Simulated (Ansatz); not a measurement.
Born–Oppenheimer molecular dynamics of C$_{2}$H$_{5}$BOSi (10 atoms, charge 0, multiplicity 1). It starts from a relaxed structure.

Theory: RKS PBE-D4/STO-3G in Ansatz 0.2.0.

- ensemble: NVE (velocity Verlet)
- time step: 0.25 fs
- steps asked: 500
- starting velocities drawn for: 1000 K
- seed: 537287

First frame:

```xyz
10
Properties=species:S:1:pos:R:3
B 0.660 0.897 1.870
O -0.271 0.095 1.305
Si -0.777 0.353 -0.347
C -0.134 -1.037 -1.333
C 0.305 -1.965 -1.991
H 1.165 1.805 1.297
H 0.951 0.655 2.991
H -2.235 0.320 -0.332
H -0.277 1.619 -0.878
H 0.696 -2.793 -2.580
```

Problem. How far do the bonds stretch over the last three quarters of this one trajectory? (Pairs bonded in most of those frames.)

Solution. 
```tsv
bond	mean (Å)	spread (Å)	shortest	longest
B1–O2	1.361	0.035	1.30	1.43
B1–H6	1.194	0.039	1.13	1.26
B1–H7	1.193	0.037	1.13	1.25
O2–Si3	1.756	0.035	1.68	1.81
Si3–C4	1.833	0.060	1.74	1.93
Si3–H8	1.462	0.011	1.44	1.48
Si3–H9	1.465	0.020	1.43	1.50
C4–C5	1.221	0.010	1.20	1.24
C5–H10	1.095	0.042	1.03	1.16
```

Mean temperature of the second half: 513 K. The conserved energy stayed within 0.13 meV per atom of its start (net change 0.061 meV per atom), so the integration is sound. The temperature averaged 0.51 of the 1000 K drawn at the start: a run that starts near a minimum puts about half its kinetic energy into the potential. A run of 0.12 ps of so small a system gives no equilibrium averages. Limits of this set-up: minimal basis.

Time of the run: 13 min on 1 thread of Arm Neoverse V2, with other jobs on the host, peak memory 0.098 GiB.
